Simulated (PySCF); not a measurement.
## Hg⁵⁰⁺: ionisation energy

Hg⁵⁰⁺ [Ar] 3d10 4s2 (1S) → Hg⁵¹⁺ [Ar] 3d10 4s1 (2S), as a difference of total energies. All numbers are calculated (PySCF 2.14, the non-relativistic Hamiltonian (point nucleus), in an even-tempered Gaussian basis (17 s from 6.6 bohr⁻², ratio 2.5; 11 p from 8.6 bohr⁻², ratio 2.5; 8 d from 15 bohr⁻², ratio 2.5; 4 f from 39 bohr⁻², ratio 2.7; 4 g from 58 bohr⁻², ratio 2.7)). Correlated levels: outer shells: [Ne] frozen; virtual orbitals above 40 to 60 times the deepest correlated orbital energy dropped. The calculations carry no spin-orbit coupling.

```json
{"method": "UHF", "ionisation energy (eV)": "2762.5"}
{"method": "LDA", "ionisation energy (eV)": "2770.1"}
{"method": "PBE", "ionisation energy (eV)": "2770.8"}
{"method": "PBE0", "ionisation energy (eV)": "2769.0"}
{"method": "r2SCAN", "ionisation energy (eV)": "2764.5"}
{"method": "B97-3", "ionisation energy (eV)": "2768.7"}
{"method": "revPBE", "ionisation energy (eV)": "2769.8"}
{"method": "MP2 (outer shells)", "ionisation energy (eV)": "2766.1"}
{"method": "SCS-MP2 (outer shells)", "ionisation energy (eV)": "2766.4"}
```

Task: How much does correlation contribute at MP2 (outer shells)?

Result: 2766.1 − (2762.5) = 3.6 eV, measured against UHF.

The gap to the reference is mostly relativistic.

For comparison: 2981 ± 4 eV (theoretical estimate listed by NIST; NIST Atomic Spectra Database, ionization energies).
